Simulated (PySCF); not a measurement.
GeF4: from structure and modes to constants

Method: B3LYP/[Ge def2-TZVP, F def2-TZVP], no relativity, density fitting, PySCF.

The singlet minimum has Td symmetry. Masses (u): Ge 73.92118, F 18.99840.

```xyz
5
charge 0 multiplicity 1, angstrom
Ge    0.0000    0.0000    0.0000
F    -0.9825   -0.9825   -0.9825
F    -0.9825    0.9825    0.9825
F     0.9825   -0.9825    0.9825
F     0.9825    0.9825   -0.9825
```

Harmonic wavenumbers (cm⁻¹): 197.9 (e, ×2), 265.5 (t2, ×3), 712.5 (a1, ×1), 779.7 (t2, ×3).

(1) Find the vibrational entropy and heat capacity at 298.15 K.

(2) Give the standard entropy (298.15 K, 1 bar) by its translational, rotational, vibrational and spin parts, and Cp.

## Answers

(1) With u = 1.43878 ω/T, each mode gives S = R[u/(eᵘ−1) − ln(1−e⁻ᵘ)] and C = R u² eᵘ/(eᵘ−1)².
| ω (cm⁻¹) | u | S (J/(mol K)) | C (J/(mol K)) |
| --- | --- | --- | --- |
| 197.9 (×2) | 0.955 | 9.01 | 7.71 |
| 265.5 (×3) | 1.281 | 6.80 | 7.26 |
| 712.5 | 3.438 | 1.22 | 3.37 |
| 779.7 (×3) | 3.763 | 0.94 | 2.86 |
The sums over all modes are S = 42.5 and C = 49.2 J/(mol K); the softest mode gives 21 % of the entropy (each member, where degenerate).

(2) Sackur–Tetrode with M = 149.91 u gives 171.3; rotation with symmetry number 12 gives 90.1; vibration 42.5; spin R ln 1 = 0.0. The total is 303.9 J/(mol K), and Cp = 4 R + 49.2 = 82.4 J/(mol K).
